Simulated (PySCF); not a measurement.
**Property card for `C[C@@H]1C[C@@H]1c1cnsn1`**

Compound: C6H8N2S.
Z-matrix (Å and degrees, PBE0-D3(BJ)/def2-SVP geometry), rows numbered from 1:
```
C 
C   1  1.5033
C   2  1.4923  1  121.58
C   3  1.5038  2   61.13  1  -111.03
C   4  1.4737  2  121.35  3  -109.28
C   5  1.4371  4  124.42  2  -122.59
N   6  1.3102  5  114.44  4   178.91
S   7  1.6434  6  107.17  5    -0.03
N   5  1.3188  4  123.19  2    56.45
H   1  1.0991  2  111.26  3    34.66
H   1  1.1011  2  110.37  3   -85.20
H   1  1.1014  2  111.23  3   155.19
H   2  1.0958  1  114.38  3   146.47
H   3  1.0937  2  117.14  4   105.54
H   3  1.0927  2  119.43  4  -107.48
H   4  1.0938  2  115.21  3   107.96
H   6  1.0930  5  125.23  4    -1.20
```

Some functional groups and rings: pyridine-type ring nitrogen, aromatic ring with sulfur and cyclopropane ring.

PBE0-D3(BJ)/def2-SVP geometry optimisation, gas phase (PySCF):

```
Point group                  : C1
Rotational constants A, B, C : 3.195, 0.920, 0.853 GHz
```

**PBE0/def2-SVPD ground state and vertical TDDFT (core frozen in the response) (PySCF)**

```
Dipole moment                                                     : 2.35 D
HOMO energy                                                       : -7.24 eV
LUMO energy                                                       : -1.54 eV
HOMO–LUMO gap                                                     : 5.70 eV
Lowest singlet excitation                                         : 4.98 eV (249 nm, f = 0.161)
Strongest line among the 6 lowest singlet transitions             : S1 at 4.98 eV (249 nm, f = 0.161)
Static isotropic polarisability                                   : 98.6 au
Electronic spatial extent ⟨r²⟩ about the centre of nuclear charge : 1425 bohr²
```

Monoisotopic mass (most abundant isotopes): 140.0408 u.

The largest Löwdin shares of the HOMO are 0.31 on S8, 0.12 on C6, 0.12 on C5 and 0.11 on C4. The rotational constants make it an asymmetric top with κ = (2B − A − C)/(A − C) = -0.94, nearer the prolate limit (−1). The largest Löwdin shares of the LUMO are 0.24 on N7, 0.22 on S8, 0.22 on N9 and 0.13 on C6. The dipole matches unit charges of opposite sign 0.49 Å apart (1 e·Å = 4.8032 D). With B = h/(8π²I), that is 505.379 GHz u Å² over I, the principal moments of inertia are 158.2, 549.5 and 592.7 u Å² (most abundant isotopes). The principal polarisabilities are 77.7, 94.0 and 124.2 au; their mean is the isotropic value. In wavenumbers S1 is 40200 cm⁻¹ (1 eV = 8065.54 cm⁻¹). No computed singlet falls in the visible range (750 to 380 nm, 1.65 to 3.26 eV); S1 lies 1.72 eV above its blue end.

One conformer stands for the species.
